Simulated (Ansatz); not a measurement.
Name a neutral molecule of C, Se, Si and H with HOMO energy (ωB97M-V/def2-TZVPP) between -8.10 and -7.80 eV and HOMO energy (PBE0/def2-TZVPP) between -6.05 and -5.75 eV (Ansatz, PBE0-D4/def2-TZVP geometry).

`[Se]=C1C[SiH2]C1` (-8.08 eV, -5.93 eV). Other molecules can fit too; these were computed, each in one conformer that needn't be the lowest.
